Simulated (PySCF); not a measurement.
5-methylidene-1,3-dioxolan-4-one (C4H4O3), SMILES O1C(C(OC1)=O)=C.

Geometry optimised at TPSSh-D3(BJ)/def2-SVP. Other conformers were not sampled.

The numbers are results of TPSSh-D3(BJ)/def2-SVP (PySCF 2.14.0), not measurements.

No scaling factor is applied to the harmonic values.

Computed vibrational spectrum:
```json
[
 {"mode": "1", "ν (cm⁻¹)": "100", "IR (km/mol)": "9.5", "moving atoms (share of kinetic energy)": "O 40 %, H 31 %, C 29 %"},
 {"mode": "2", "ν (cm⁻¹)": "161", "IR (km/mol)": "0.1", "moving atoms (share of kinetic energy)": "O 75 %, C 12 %, H 12 %"},
 {"mode": "3", "ν (cm⁻¹)": "290", "IR (km/mol)": "3.6", "moving atoms (share of kinetic energy)": "C 39 %, O 33 %, H 27 %"},
 {"mode": "4", "ν (cm⁻¹)": "393", "IR (km/mol)": "2.8", "moving atoms (share of kinetic energy)": "C 68 %, O 16 %, H 16 %"},
 {"mode": "5", "ν (cm⁻¹)": "533", "IR (km/mol)": "1.6", "moving atoms (share of kinetic energy)": "O 52 %, C 33 %, H 15 %"},
 {"mode": "6", "ν (cm⁻¹)": "638", "IR (km/mol)": "1.3", "moving atoms (share of kinetic energy)": "O 49 %, C 47 %"},
 {"mode": "7", "ν (cm⁻¹)": "710", "IR (km/mol)": "3.6", "moving atoms (share of kinetic energy)": "H 63 %, C 31 %"},
 {"mode": "8", "ν (cm⁻¹)": "758", "IR (km/mol)": "1.2", "moving atoms (share of kinetic energy)": "O 72 %, C 24 %"},
 {"mode": "9", "ν (cm⁻¹)": "781", "IR (km/mol)": "12.8", "moving atoms (share of kinetic energy)": "C 64 %, H 29 %"},
 {"mode": "10", "ν (cm⁻¹)": "796", "IR (km/mol)": "3.8", "moving atoms (share of kinetic energy)": "O 46 %, C 43 %, H 11 %"},
 {"mode": "11", "ν (cm⁻¹)": "868", "IR (km/mol)": "46.2", "moving atoms (share of kinetic energy)": "H 72 %, C 28 %"},
 {"mode": "12", "ν (cm⁻¹)": "912", "IR (km/mol)": "9.0", "moving atoms (share of kinetic energy)": "H 45 %, C 33 %, O 21 %"},
 {"mode": "13", "ν (cm⁻¹)": "1024", "IR (km/mol)": "42.8", "moving atoms (share of kinetic energy)": "C 53 %, O 44 %"},
 {"mode": "14", "ν (cm⁻¹)": "1106", "IR (km/mol)": "100.4", "moving atoms (share of kinetic energy)": "C 52 %, O 37 %, H 11 %"},
 {"mode": "15", "ν (cm⁻¹)": "1134", "IR (km/mol)": "169.9", "moving atoms (share of kinetic energy)": "C 48 %, O 32 %, H 20 %"},
 {"mode": "16", "ν (cm⁻¹)": "1141", "IR (km/mol)": "10.2", "moving atoms (share of kinetic energy)": "H 65 %, C 29 %"},
 {"mode": "17", "ν (cm⁻¹)": "1207", "IR (km/mol)": "0.0", "moving atoms (share of kinetic energy)": "H 96 %"},
 {"mode": "18", "ν (cm⁻¹)": "1336", "IR (km/mol)": "478.3", "moving atoms (share of kinetic energy)": "C 70 %, O 21 %, H 9 %"},
 {"mode": "19", "ν (cm⁻¹)": "1398", "IR (km/mol)": "0.1", "moving atoms (share of kinetic energy)": "H 85 %, C 14 %"},
 {"mode": "20", "ν (cm⁻¹)": "1444", "IR (km/mol)": "14.2", "moving atoms (share of kinetic energy)": "H 71 %, C 20 %, O 9 %"},
 {"mode": "21", "ν (cm⁻¹)": "1541", "IR (km/mol)": "2.4", "moving atoms (share of kinetic energy)": "H 91 %, C 8 %"},
 {"mode": "22", "ν (cm⁻¹)": "1739", "IR (km/mol)": "53.8", "moving atoms (share of kinetic energy)": "C 92 %"},
 {"mode": "23", "ν (cm⁻¹)": "1903", "IR (km/mol)": "302.0", "moving atoms (share of kinetic energy)": "C 66 %, O 34 %"},
 {"mode": "24", "ν (cm⁻¹)": "3047", "IR (km/mol)": "76.9", "moving atoms (share of kinetic energy)": "H 95 %"},
 {"mode": "25", "ν (cm⁻¹)": "3109", "IR (km/mol)": "29.6", "moving atoms (share of kinetic energy)": "H 89 %, C 11 %"},
 {"mode": "26", "ν (cm⁻¹)": "3179", "IR (km/mol)": "2.0", "moving atoms (share of kinetic energy)": "H 95 %"},
 {"mode": "27", "ν (cm⁻¹)": "3292", "IR (km/mol)": "0.3", "moving atoms (share of kinetic energy)": "H 89 %, C 11 %"}
]
```
